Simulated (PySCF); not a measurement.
Compound: CH6NOSSi3 (doublet state).
Z-matrix (Å and degrees, GFN2-xTB geometry), rows numbered from 1:
```
N 
C   1  1.1530
Si  2  1.8375  1  171.65
S   3  2.1411  2  116.65  1  -105.77
Si  4  2.1573  3  104.24  2    32.62
O   5  1.6008  4  108.85  3   -68.86
Si  6  1.6342  5  162.51  4   -44.11
H   3  1.4497  2  112.64  1   128.71
H   5  1.4491  4  103.02  3   173.77
H   5  1.4507  4  108.58  3    47.23
H   7  1.4631  6  107.11  5    -3.03
H   7  1.4597  6  103.72  5  -121.30
H   7  1.4545  6  105.20  5   117.61
```

The hyperfine couplings belong to this conformer and change with its torsions.

The species is `N#C[SiH]S[SiH2]O[SiH3]` [radical].

The calculation used UKS B3LYP, pcH-1 on C H N O S Si, non-relativistic, mean-field spin-orbit, GIAO (PySCF 2.14.0). Isolated species at its GFN2-xTB geometry (one conformer only). A GFN2-xTB geometry isn't a minimum of the functional, and hyperfine couplings can be far from their values at a DFT geometry, by a factor of two or more for some ions and for spin on atoms past the first row. Stability of the SCF solution: not tested.

Predict the first-order ENDOR lines of C2, N1, H8, H9/H10, Si3 and Si5 under fast tumbling at B = 1208.4 mT (Q band).

For S = 1/2 in fast tumbling each set of equivalent nuclei gives two lines, ν± = |νn ± a/2| to first order, with νn = g_N μN B/h and μN/h = 7.62259 MHz/T.

| nuclei | isotope | g_N | νn (MHz) | a_iso (MHz) | lower line (MHz) | upper line (MHz) |
| --- | --- | --- | --- | --- | --- | --- |
| C2 | 13C | 1.4048 | 12.94 | 37.40 | 5.76 | 31.64 |
| N1 | 14N | 0.4038 | 3.72 | 3.08 | 2.18 | 5.26 |
| H8 | 1H | 5.5857 | 51.45 | 57.65 | 22.63 | 80.28 |
| H9/H10 | 1H | 5.5857 | 51.45 | 0.67 | 51.12 | 51.78 |
| Si3 | 29Si | -1.1106 | 10.23 | -584.76 | 282.15 | 302.61 |
| Si5 | 29Si | -1.1106 | 10.23 | 1.01 | 9.72 | 10.74 |

The rows for 13C and 29Si, of low natural abundance, apply to labelled samples.

Which pairs are centred on the nuclear Larmor frequency, and which on half the coupling?

Centred on νn, since |a| < 2νn: N1, H8, H9/H10 and Si5. Centred on |a|/2 and split by 2νn: C2 and Si3.

At what field would the lower line of C2 fall to zero frequency?

Where νn = |a|/2, that is B = 18.70 MHz/(1.4048 × 7.62259 MHz/T) = 1750 mT, as far as first order holds there.

Means are taken over nuclei equivalent by connectivity, which assumes that they swap fast.

On one thread of an Intel Xeon at 2.50 GHz, shared host with 64 logical CPUs at a one-minute load of 62, this took 3.3 min (grids of density and orbitals included) and 0.97 GiB of memory at its peak.
